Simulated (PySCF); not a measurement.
## Correlation energy of La(2+) (lanthanum, charge +2)

[Xe] 5d1, 2D determinant. Calculation: PySCF 2.14, in cc-pVDZ-X2C (8s7p5d3f1g, 84 functions); scalar relativity by spin-free X2C-1e. Frozen: [Kr] 4d10; 9 electrons correlated.

```json
{"level": "CCSD", "correlation energy (mhartree)": "-205.76"}
{"level": "(T)", "correlation energy (mhartree)": "-5.68"}
{"level": "CCSD(T)", "correlation energy (mhartree)": "-211.44"}
```

Diagnostics: T1 = 0.0056, D1 = 0.0141, largest double amplitude 0.024.

Spin-orbit coupling, absent here, splits the open shell strongly.

Cost of the coupled-cluster step: roughly 11 core-seconds, for 9 correlated electrons.
